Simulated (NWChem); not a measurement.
System: CH$_{4}$MgS; SMILES [S]([MgH])C

```xyz
7

Mg    -0.1740    -1.6519     0.0000
H     -0.7670    -3.2502     0.0000
S      0.6936     0.5087     0.0000
C     -0.8166     1.5760     0.0000
H     -0.4660     2.6260     0.0000
H     -1.4385     1.4256     0.9040
H     -1.4385     1.4256    -0.9040
```
Atoms are numbered in this order, from 1.

Structure relaxed at the PBE-D3(BJ)/def2-SVP level.

Symmetry labels are those of Cs in the frame above (b1 and b2, or b-type labels, depend on it).

Question: List the 4 lowest vertical singlet excitations and the 4 lowest triplet ones from PBE0/6-31+G* (spherical d), TDA (NWChem).

Answer: 
```csv
state,energy (eV),oscillator strength,symmetry,leading excitation (squared amplitude)
S1,4.24,0.016,a",HOMO → LUMO (0.98)
S2,4.42,0.025,a",HOMO → LUMO+1 (0.98)
S3,4.88,0.003,a',HOMO → LUMO+2 (0.70)
S4,5.10,0.012,a',HOMO−1 → LUMO+1 (0.46)
T1,4.02,spin-forbidden,a",HOMO → LUMO (0.76)
T2,4.15,spin-forbidden,a",HOMO → LUMO+1 (0.74)
T3,4.45,spin-forbidden,a',HOMO−1 → LUMO (0.45)
T4,4.60,spin-forbidden,a',HOMO → LUMO+2 (0.59)
```
